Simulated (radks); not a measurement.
Q: The sulfur anion S2-, [Ar], held by a Watson sphere: a shell of charge +2.61 at radius R that stands for the Madelung well of a crystal (potential energy -2.61/R inside, -2.61/r outside, in hartree with lengths in bohr). Method: non-relativistic Kohn-Sham, LDA (Slater exchange, Perdew-Wang correlation), spin-polarised, spherical densities, point nucleus; computed with a radial shooting solver on a logarithmic mesh with Libxc functionals. Response by self-consistent Sternheimer equations with the Hartree and adiabatic LDA kernel. The sphere does not respond.

| R (bohr) | e(2p) (eV) | e(3s) (eV) | e(3p) (eV) | <r> 3p (bohr) | sum of <r^2> (bohr^2) | X-ray form factor at sin(theta)/lambda = 0.2 1/angstrom | alpha (bohr^3) |
|---|---|---|---|---|---|---|---|
| 2.3 | -158.40 | -23.188 | -13.512 | 2.075 | 39.55 | 11.441 | 21.39 |
| 2.31 | -158.38 | -23.142 | -13.476 | 2.078 | 39.65 | 11.436 | 21.53 |
| 2.34 | -158.34 | -23.005 | -13.368 | 2.086 | 39.95 | 11.419 | 21.95 |
| 4.04 | -155.52 | -17.394 | -8.315 | 2.465 | 54.84 | 11.039 | 61.55 |
| 4.47 | -154.85 | -16.496 | -7.409 | 2.536 | 58.18 | 11.032 | 77.97 |
| 4.6 | -154.66 | -16.253 | -7.160 | 2.556 | 59.17 | 11.032 | 83.61 |
| 4.64 | -154.60 | -16.181 | -7.086 | 2.563 | 59.47 | 11.033 | 85.41 |

Estimate the row for R = 1.85 bohr.

A: e(2p) (eV) -159.30; e(3s) (eV) -25.398; e(3p) (eV) -15.124; <r> 3p (bohr) 1.940; sum of <r^2> (bohr^2) 35.04; X-ray form factor at sin(theta)/lambda = 0.2 1/angstrom 11.764; alpha (bohr^3) 16.07.
